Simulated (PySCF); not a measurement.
C₂H₁₂OSi₃, SMILES [SiH2]([SiH3])O[C@H]([SiH3])C.

Geometry optimised at B3LYP-D3(BJ)/def2-SVP. The structure was generated by enumeration; whether it is a known compound was not checked. The values are those of a single conformer.

The numbers are results of PBE/def2-TZVP (PySCF), not measurements.

The molecule is in vacuum.

Computed frontier levels, gap, dipole moment:
```json
{
 "highest_occupied_level": "-6.51 eV",
 "lowest_empty_level": "-1.25 eV",
 "orbital_gap": "5.25 eV",
 "dipole_moment": "1.05 D",
 "quadrupole, principal values (traceless, Buckingham form, about the centre of nuclear charge)": "-3.16, 0.23, 2.93 D·Å"
}
```
